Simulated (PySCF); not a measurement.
Can point charges reproduce the dipole moment of `Cc1ccc2nccn2c1`?

Coordinates (GFN2-xTB, Å) and charges (e) from the PBE0/pcSseg-1 density (PySCF):

```json
{"atom": "C1", "x": "2.743", "y": "0.329", "z": "0.554", "Mulliken": "-0.1222", "IAO": "-0.4218", "Hirshfeld": "-0.1132", "ESP-fitted": "-0.5134"}
{"atom": "C2", "x": "1.326", "y": "-0.031", "z": "0.235", "Mulliken": "-0.4967", "IAO": "-0.0117", "Hirshfeld": "-0.0080", "ESP-fitted": "+0.2896"}
{"atom": "C3", "x": "0.992", "y": "-1.378", "z": "-0.054", "Mulliken": "+0.0663", "IAO": "-0.1694", "Hirshfeld": "-0.0576", "ESP-fitted": "-0.2854"}
{"atom": "C4", "x": "-0.291", "y": "-1.740", "z": "-0.348", "Mulliken": "-0.1057", "IAO": "-0.1593", "Hirshfeld": "-0.0489", "ESP-fitted": "-0.3765"}
{"atom": "C5", "x": "-1.291", "y": "-0.757", "z": "-0.364", "Mulliken": "+0.4863", "IAO": "+0.1796", "Hirshfeld": "+0.0794", "ESP-fitted": "+0.4757"}
{"atom": "N6", "x": "-2.586", "y": "-0.849", "z": "-0.614", "Mulliken": "-0.4447", "IAO": "-0.3506", "Hirshfeld": "-0.2223", "ESP-fitted": "-0.6640"}
{"atom": "C7", "x": "-3.070", "y": "0.399", "z": "-0.490", "Mulliken": "+0.0149", "IAO": "-0.0666", "Hirshfeld": "-0.0285", "ESP-fitted": "+0.2552"}
{"atom": "C8", "x": "-2.077", "y": "1.292", "z": "-0.160", "Mulliken": "+0.0787", "IAO": "-0.1755", "Hirshfeld": "-0.0520", "ESP-fitted": "-0.6954"}
{"atom": "N9", "x": "-0.934", "y": "0.562", "z": "-0.076", "Mulliken": "-0.6530", "IAO": "-0.0245", "Hirshfeld": "+0.0176", "ESP-fitted": "+0.4968"}
{"atom": "C10", "x": "0.342", "y": "0.913", "z": "0.215", "Mulliken": "+0.3598", "IAO": "-0.0778", "Hirshfeld": "-0.0012", "ESP-fitted": "-0.5116"}
{"atom": "H11", "x": "2.842", "y": "1.393", "z": "0.751", "Mulliken": "+0.1112", "IAO": "+0.1468", "Hirshfeld": "+0.0479", "ESP-fitted": "+0.1512"}
{"atom": "H12", "x": "3.083", "y": "-0.221", "z": "1.431", "Mulliken": "+0.1357", "IAO": "+0.1552", "Hirshfeld": "+0.0486", "ESP-fitted": "+0.1511"}
{"atom": "H13", "x": "3.396", "y": "0.065", "z": "-0.276", "Mulliken": "+0.1356", "IAO": "+0.1552", "Hirshfeld": "+0.0487", "ESP-fitted": "+0.1527"}
{"atom": "H14", "x": "1.776", "y": "-2.119", "z": "-0.037", "Mulliken": "+0.0691", "IAO": "+0.1543", "Hirshfeld": "+0.0521", "ESP-fitted": "+0.1970"}
{"atom": "H15", "x": "-0.568", "y": "-2.756", "z": "-0.571", "Mulliken": "+0.1010", "IAO": "+0.1772", "Hirshfeld": "+0.0634", "ESP-fitted": "+0.2290"}
{"atom": "H16", "x": "-4.112", "y": "0.600", "z": "-0.645", "Mulliken": "+0.0819", "IAO": "+0.1643", "Hirshfeld": "+0.0567", "ESP-fitted": "+0.1188"}
{"atom": "H17", "x": "-2.103", "y": "2.348", "z": "0.013", "Mulliken": "+0.0891", "IAO": "+0.1653", "Hirshfeld": "+0.0574", "ESP-fitted": "+0.2782"}
{"atom": "H18", "x": "0.525", "y": "1.957", "z": "0.424", "Mulliken": "+0.0926", "IAO": "+0.1592", "Hirshfeld": "+0.0603", "ESP-fitted": "+0.2511"}
```

Q: Compute μ = Σ q r for each scheme (1 e·Å = 4.803 D) and compare with the dipole of the full density.

A: The full density gives (2.96, 2.13, 0.90) D, 3.76 D in size; dipole vectors point from the negative to the positive end.

```json
{"scheme": "Mulliken", "μx": "4.48", "μy": "1.42", "μz": "1.06", "size (D)": "4.82", "share of the full size (%)": "128", "angle to the full dipole (°)": "18"}
{"scheme": "IAO", "μx": "2.89", "μy": "1.72", "μz": "0.82", "size (D)": "3.46", "share of the full size (%)": "92", "angle to the full dipole (°)": "5"}
{"scheme": "Hirshfeld", "μx": "2.27", "μy": "1.19", "μz": "0.61", "size (D)": "2.63", "share of the full size (%)": "70", "angle to the full dipole (°)": "8"}
{"scheme": "ESP-fitted", "μx": "2.97", "μy": "2.13", "μz": "0.89", "size (D)": "3.76", "share of the full size (%)": "100", "angle to the full dipole (°)": "0"}
```

Q: Which set comes closest?

A: Length of the difference vector: ESP-fitted 0.01 D, IAO 0.42 D, Hirshfeld 1.21 D, Mulliken 1.69 D. Closest: ESP-fitted. 

Q: What is left for the Hirshfeld atoms' own dipoles?

A: The shares of the density sum to the whole, so what Σ q r misses lies in dipoles about the nuclei. The atomic dipoles sum to (2.96, 2.13, 0.90) − (2.27, 1.19, 0.61) = (0.69, 0.94, 0.29) D, 1.21 D in size.

Q: With the origin at the mean of the coordinates, (0.000, 0.000, -0.001) Å, which are the largest single terms, by size, of the Hirshfeld dipole along the direction of the full one?

A: N6 +2.85, C1 -1.35, H16 -0.83, H11 +0.74, H15 -0.65 D; all 18 atoms together +2.61 D. The single terms depend on the origin, their sum doesn't.

Q: Give the size of the full dipole in other units.

A: 3.76 D = 1.479 au = 0.782 e·Å = 12.54 × 10⁻³⁰ C·m.

Isolated species at its GFN2-xTB geometry, gas phase.
